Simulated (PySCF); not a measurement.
# Potential energy of KBe⁻ along the bond

Set-up: K aug-cc-pVDZ-X2C, Be aug-cc-pVDZ-DK; spin-free X2C with a Gaussian nucleus (PySCF 2.14). Energies in eV from K⁻ + Be in their ground configurations at the same level. State: ¹Σ⁺ (singlet), closed shell.

```json
{"R (Å)": "3.442", "RHF-CCSD": "-0.1140", "RHF-CCSD(T)": "-0.2090"}
{"R (Å)": "3.595", "RHF-CCSD": "-0.1228", "RHF-CCSD(T)": "-0.2109"}
{"R (Å)": "3.710", "RHF-CCSD": "-0.1236", "RHF-CCSD(T)": "-0.2065"}
{"R (Å)": "3.825", "RHF-CCSD": "-0.1214", "RHF-CCSD(T)": "-0.1993"}
{"R (Å)": "3.940", "RHF-CCSD": "-0.1173", "RHF-CCSD(T)": "-0.1902"}
{"R (Å)": "4.093", "RHF-CCSD": "-0.1102", "RHF-CCSD(T)": "-0.1767"}
{"R (Å)": "4.284", "RHF-CCSD": "-0.1000", "RHF-CCSD(T)": "-0.1591"}
{"R (Å)": "4.513", "RHF-CCSD": "-0.0874", "RHF-CCSD(T)": "-0.1383"}
```

Task: Put a parabola through the three lowest points of the RHF-CCSD curve and estimate Re, k and ωe (reduced mass 7.319 u; 1 eV/Å² = 0.16022 mdyn/Å; ωe = 1302.8·√(k/μ) cm⁻¹).

Result: Through R = 3.595, 3.71, 3.825 Å the second-order coefficient is 0.113 eV/Å², so Re ≈ 3.683 Å, k ≈ 0.0363 mdyn/Å and ωe ≈ 92 cm⁻¹. A polynomial fit of higher order to the unrounded RHF-CCSD energies gives Re = 3.677 Å, k = 0.0408 mdyn/Å, ωe = 97.2 cm⁻¹; anharmonicity and rounding make the difference.

The higher-order fit for each curve: RHF-CCSD: Re = 3.677 Å, ωe = 97.2 cm⁻¹, De = 0.124 eV; RHF-CCSD(T): Re = 3.542 Å, ωe = 126 cm⁻¹, De = 0.211 eV.

Correlated steps freeze 5 core orbitals. The bond is weak. Basis-set superposition, not corrected here, can be much of De in a small basis, most of all at correlated wavefunction levels. For an ion De counts to the pair picked by the measured ionisation energies or electron affinities, which need not be the lowest pair at this level. The CCSD T1 diagnostic is raised, a sign that a single reference may not be enough here.
